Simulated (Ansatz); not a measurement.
System: isotetrasilanyl anion, Si₄H₉, net charge -1, singlet state. It need not be the lowest isomer of its formula. 
Coordinates optimised at B3LYP-D3(BJ)/def2-TZVP (Ansatz, a quantum-chemistry and plane-wave program):
```xyz
13

Si    -0.2304     1.8849     0.6020
Si    -0.1374     0.1795    -1.0241
Si     1.8446    -0.7397    -0.1363
Si    -1.5218    -1.2660     0.2232
H      0.7726     2.9724     0.3497
H     -0.0222     1.5416     2.0485
H     -1.5442     2.6102     0.5972
H      3.0550     0.0855    -0.4624
H      2.1662    -2.0830    -0.7232
H      1.9591    -0.9645     1.3434
H     -1.2554    -1.4670     1.6868
H     -1.5367    -2.6619    -0.3277
H     -2.9647    -0.8556     0.1805
```
Charge -1, spin multiplicity 1.

Basis-set convergence of Hartree-Fock and CCSD(T) correlation energies (hartree) with Ansatz. Valence correlation only, unless marked. No spin-orbit coupling. Non-relativistic.

```tsv
basis	functions	E(HF)	E(corr, CCSD(T))
aug-cc-pV(D+d)Z	209	-1160.99278	-0.56477
aug-cc-pV(T+d)Z	427	-1161.03478	-0.65351
aug-cc-pV(Q+d)Z	770	-1161.04622	-0.67911
```

Extrapolating the two largest sets (X = 3 and 4) as X^-3: E(corr) = (64·(-0.67911) - 27·(-0.65351))/37 = -0.6978 Eh, an estimate of the basis-set limit. The largest set recovers 97.3 % of it, the smallest 80.9 %.
